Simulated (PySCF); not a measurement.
B3LYP has the VWN-RPA correlation part, as in Gaussian. 

```xyz
10

C      1.5553    -0.0269    -0.2445
B      0.2714    -0.1556     0.6204
Si    -1.6037     0.0539    -0.0978
H      2.4328     0.3342     0.2959
H      1.4455     0.5134    -1.1855
H      1.7893    -1.0714    -0.5177
H      0.3901    -0.4276     1.7797
H     -2.1606     1.3260     0.4422
H     -1.6717     0.1289    -1.5806
H     -2.4992    -1.0439     0.3520
```

Charge 0, multiplicity 1.

**Question.** Give the Mulliken and meta-Löwdin atomic charges from B3LYP-D3(BJ)/def2-TZVP (PySCF).

**Answer.** 
```
atom  Mulliken (e)  meta-Löwdin (e)
----  ------------  ---------------
C1           -0.35            -0.44
B2            0.08            -0.04
Si3           0.07             0.34
H4            0.13             0.13
H5            0.12             0.12
H6            0.13             0.15
H7            0.00             0.01
H8           -0.06            -0.08
H9           -0.06            -0.10
H10          -0.06            -0.09
```
